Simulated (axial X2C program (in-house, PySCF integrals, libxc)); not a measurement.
# Outer orbitals of IO at 1.863 Å, PBEsol

Computed with an axial X2C code built on PySCF integrals. Spin-free means the one-electron spin-free X2C Hamiltonian; two-component (2c) means X2C with spin–orbit coupling and atomic mean-field two-electron Coulomb and Gaunt terms, so the difference of the two also holds small scalar two-electron terms. Basis: I dyall-cv3z [11s12p8d4f1g], O dyall-av3z [7s6p3d2f] (cores contracted in-house); Gaussian nuclei, density fitting, unrestricted open shells. Masses: I 126.904 u, O 15.995 u.

The distance is close to the 2c PBE0 minimum; the highest filled and lowest empty levels are listed.

Spin-free orbitals, state M_S = 1/2, Λ = 1 (beyond evenly filled blocks: π+α, π+β, π-α) (Löwdin shares):

| symmetry | occupied | ε (eV) | atomic character |
| --- | --- | --- | --- |
| σα | yes | -24.53 | 71% O s, 12% I s, 6% I p |
| σβ | yes | -23.86 | 68% O s, 14% I s, 7% I p |
| σα | yes | -17.56 | 62% I s, 14% O s, 14% O p |
| σβ | yes | -17.16 | 60% I s, 16% O s, 13% O p |
| σα | yes | -10.30 | 57% O p, 31% I p, 7% O s |
| σβ | yes | -9.95 | 56% O p, 32% I p, 7% O s |
| π-α | yes | -9.35 | 55% O p, 42% I p, 2% O d |
| π+α | yes | -9.35 | 55% O p, 42% I p, 2% O d |
| π+β | yes | -8.76 | 51% I p, 45% O p, 3% O d |
| π-β | yes | -8.76 | 51% I p, 45% O p, 3% O d |
| π-α | yes | -6.46 | 49% I p, 42% O p, 5% I d |
| π+α | yes | -6.46 | 49% I p, 42% O p, 5% I d |
| π+β | yes | -5.71 | 51% O p, 40% I p, 6% I d |
| π-β | no | -5.71 | 51% O p, 40% I p, 6% I d |
| σα | no | -3.19 | 45% I p, 24% O p, 18% I d |
| σβ | no | -2.91 | 44% I p, 24% O p, 19% I d |
| σα | no | 0.86 | 43% O s, 20% O p, 18% I s |

A filled and an empty partner (Λ and −Λ, same spin) share one energy because the functional has no current term.

Spinors with spin–orbit coupling (state Ω = 3/2):

```csv
ω,occupied,ε (eV),atomic character,λ mixture
1/2,yes,-24.38,"70% O s, 12% I s, 6% I p",100% σ
-1/2,yes,-23.74,"68% O s, 14% I s, 7% I p",100% σ
1/2,yes,-17.55,"62% I s, 14% O s, 13% O p",100% σ
-1/2,yes,-17.14,"60% I s, 16% O s, 12% O p",100% σ
1/2,yes,-10.27,"55% O p, 34% I p, 7% O s","96% σ, 4% π"
-1/2,yes,-9.99,"50% O p, 39% I p, 6% O s","82% σ, 18% π"
-1/2,yes,-9.34,"51% O p, 44% I p, 2% O d","82% π, 18% σ"
3/2,yes,-9.11,"56% O p, 40% I p, 2% O d",100% π
1/2,yes,-8.88,"55% I p, 41% O p, 3% O d","96% π, 4% σ"
-3/2,yes,-8.52,"48% O p, 48% I p, 3% O d",100% π
-1/2,yes,-6.56,"51% O p, 40% I p, 5% I d","99% π, 1% σ"
3/2,yes,-6.20,"51% I p, 40% O p, 5% I d",100% π
1/2,yes,-5.80,"57% O p, 33% I p, 6% I d","99% π, 1% σ"
-3/2,no,-5.49,"48% O p, 43% I p, 6% I d",100% π
1/2,no,-3.13,"45% I p, 24% O p, 18% I d","99% σ, 1% π"
-1/2,no,-2.85,"43% I p, 24% O p, 19% I d",100% σ
1/2,no,0.86,"41% O s, 21% O p, 18% I s",100% σ
```

Q: How does the gap between the highest filled and lowest empty level change from the spin-free to the 2c table?

A: From 0.00 to 0.31 eV at PBEsol, a change of 0.31 eV.

Mulliken charges and populations of the two-component result (they depend on the basis, above all on diffuse functions):

I 0.61 e (s 9.91 p 22.35 d 20.10 f 0.03), O -0.61 e (s 4.02 p 4.55 d 0.03). ⟨Lz⟩ = 1.00 ħ and ⟨Sz⟩ = 0.50 ħ (0.24 and 0.26 on the two atoms), which add up to Ω.

The state is one determinant whose occupation by symmetry is held fixed; it was picked as the lowest of a PBE0 search that is not exhaustive. Density functionals use the spin component along the axis (collinear). The functionals have no current-density term, which raises determinants with orbital currents, atoms included.
